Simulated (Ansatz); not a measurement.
Species: sum formula ZrH₃I, charge 0, multiplicity 1. 
Structure (B3LYP-D3(BJ)/def2-TZVP (Ansatz, a quantum-chemistry and plane-wave program) minimum search):
```
Zr
H 1 1.8422
H 1 1.8422 2 109.59
H 1 1.8422 2 109.59 3 120.29
I 1 2.7037 2 109.35 3 -119.85
```
Charge 0, spin multiplicity 1.

Basis-set convergence of Hartree-Fock and MP2 correlation energies (hartree) with Ansatz. Correlated levels leave the core frozen unless marked. No spin-orbit coupling. Frozen are the shells of the preceding noble gas and the d and f shells that filled before the atom's block. In def2 rows, elements after Kr have scalar-relativistic effective core potentials.

| basis | functions | E(HF) | E(corr, MP2) |
|---|---|---|---|
| def2-SVP | 72 | -344.93189 | -0.20126 |
| def2-TZVPP | 148 | -344.95911 | -0.26384 |
| def2-QZVPP | 253 | -344.96523 | -0.28939 |

Extrapolating the two largest sets (X = 3 and 4) as X^-3: E(corr) = (64·(-0.28939) - 27·(-0.26384))/37 = -0.3080 Eh, an estimate of the basis-set limit. The largest set recovers 93.9 % of it, the smallest 65.3 %.
